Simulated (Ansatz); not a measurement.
Relaxation of C₄H₈BCl (14 atoms, charge 0, multiplicity 1), to a largest force component of 0.02 eV/Å in at most 50 steps.

These are results of RKS PBE0/def2-SVP in Ansatz, not measurements.

```xyz
14
Properties=species:S:1:pos:R:3
B -0.268 -1.755 0.045
C 0.267 -0.313 0.542
C 1.488 0.098 -0.259
C -0.715 0.781 0.498
C -1.350 1.173 -0.663
Cl -1.299 1.538 2.008
H 0.215 -2.284 -0.863
H -1.215 -2.170 0.566
H 0.581 -0.446 1.642
H 1.909 1.069 0.156
H 2.309 -0.664 -0.095
H 1.318 0.206 -1.313
H -1.121 0.765 -1.612
H -2.133 1.971 -0.622
```

Task: Where does it end, and by what steps?

Result: The forces met the threshold. After 26 steps the energy has fallen by 0.778 eV; H14 moved furthest, 1.17 Å. Joined: B1–C4 (2.62 → 1.74 Å), B1–C5 (3.20 → 1.72 Å).

| step | energy less start (eV) | largest force component (eV/Å) | accepted |
| --- | --- | --- | --- |
| 0 | 0.0000 | 3.142 | yes |
| 1 | -0.3138 | 1.449 | yes |
| 2 | -0.4538 | 0.586 | yes |
| 3 | -0.4823 | 0.294 | yes |
| 4 | -0.5022 | 0.237 | yes |
| 5 | -0.5231 | 0.210 | yes |
| 6 | -0.5467 | 0.229 | yes |
| 7 | -0.5570 | 0.459 | yes |
| 8 | -0.5795 | 0.424 | yes |
| 9 | -0.5944 | 0.481 | yes |
| 10 | -0.6054 | 0.508 | yes |
| 11 | -0.6216 | 0.400 | yes |
| 12 | -0.6362 | 0.510 | yes |
| 13 | -0.6484 | 0.346 | yes |
| 14 | -0.6578 | 0.137 | yes |
| 15 | -0.6627 | 0.100 | yes |
| 16 | -0.6695 | 0.118 | yes |
| 17 | -0.6814 | 0.290 | yes |
| 18 | -0.7033 | 0.697 | yes |
| 19 | -0.7371 | 0.386 | yes |
| 20 | -0.7547 | 0.634 | yes |
| 21 | -0.7634 | 0.428 | yes |
| 22 | -0.7740 | 0.291 | yes |
| 23 | -0.7759 | 0.115 | yes |
| 24 | -0.7777 | 0.036 | yes |
| 25 | -0.7780 | 0.042 | yes |
| 26 | -0.7782 | 0.013 | yes |

```xyz
14
Properties=species:S:1:pos:R:3
B -0.799 -0.958 -0.065
C 0.573 -0.036 0.702
C 1.737 0.094 -0.243
C -0.647 0.653 0.562
C -1.357 0.556 -0.668
Cl -1.558 1.004 2.001
H -0.192 -1.475 -0.968
H -1.515 -1.601 0.659
H 0.838 -0.261 1.740
H 2.422 0.884 0.108
H 2.304 -0.846 -0.290
H 1.421 0.348 -1.264
H -0.828 0.773 -1.598
H -2.411 0.836 -0.649
```

Whether the end is a true minimum wasn't checked by a vibrational analysis.

The run took 2.5 min on 2 threads of Intel(R) Xeon(R) Platinum 8259CL CPU @ 2.50GHz (Skylake/Cascade Lake), with other jobs on the host, peak memory 0.35 GiB.
